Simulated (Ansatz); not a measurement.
`CO[Si]([SiH3])(Cl)Cl` and `CO[Si](Cl)(Cl)Cl` differ in one atom or group.

Ansatz, PBE0-D4/def2-TZVP geometries, multiplicity 1. Each molecule was computed in one conformer, which needn't be the lowest.

```json
{"property": "size of the dipole moment (ωB97M-V/def2-TZVPP) / D", "`CO[Si]([SiH3])(Cl)Cl`": "1.30"}
{"property": "LUMO energy (PBE0/def2-TZVPP) / eV", "`CO[Si]([SiH3])(Cl)Cl`": "-0.20"}
{"property": "HOMO–LUMO gap (B3LYP/def2-TZVPP) / eV", "`CO[Si]([SiH3])(Cl)Cl`": "7.90"}
{"property": "HOMO–LUMO gap (PBE/def2-TZVPP) / eV", "`CO[Si]([SiH3])(Cl)Cl`": "6.19"}
{"property": "HOMO energy (B3LYP/def2-TZVPP) / eV", "`CO[Si]([SiH3])(Cl)Cl`": "-8.25"}
{"property": "LUMO energy (ωB97M-V/def2-TZVPP) / eV", "`CO[Si]([SiH3])(Cl)Cl`": "1.65"}
```

Problem. Give the same properties after the change, and the shifts. (Estimate.)

Solution. Ansatz gave: 
| property | `CO[Si](Cl)(Cl)Cl` | shift |
| --- | --- | --- |
| size of the dipole moment (ωB97M-V/def2-TZVPP) / D | 1.90 | 0.60 |
| LUMO energy (PBE0/def2-TZVPP) / eV | 0.12 | 0.32 |
| HOMO–LUMO gap (B3LYP/def2-TZVPP) / eV | 8.65 | 0.75 |
| HOMO–LUMO gap (PBE/def2-TZVPP) / eV | 6.57 | 0.38 |
| HOMO energy (B3LYP/def2-TZVPP) / eV | -8.80 | -0.55 |
| LUMO energy (ωB97M-V/def2-TZVPP) / eV | 2.18 | 0.53 |

With PBE0 the HOMO falls by 0.60 eV and the LUMO rises by 0.32 eV, so the gap widens by about 0.92 eV. PBE moves the HOMO by -0.22 eV and ωB97M-V by -0.91 eV. Dipoles are sizes alone; their direction can turn.

B3LYP here is the variant with VWN-RPA as its local correlation; programs differ in this.
